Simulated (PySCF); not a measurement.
Z-matrix (Å, degrees):
```
Br
```
Charge 0, spin multiplicity 2.

Question: What total energy, dipole moment and highest occupied spin orbital does TPSSh-D3(BJ)/def2-TZVP in PySCF give?

Answer: 
| Property | Value |
|---|---|
| total energy | -2574.0232 Ha |
| dipole moment | 0.00 D |
| highest occupied spin orbital | -8.08 eV |
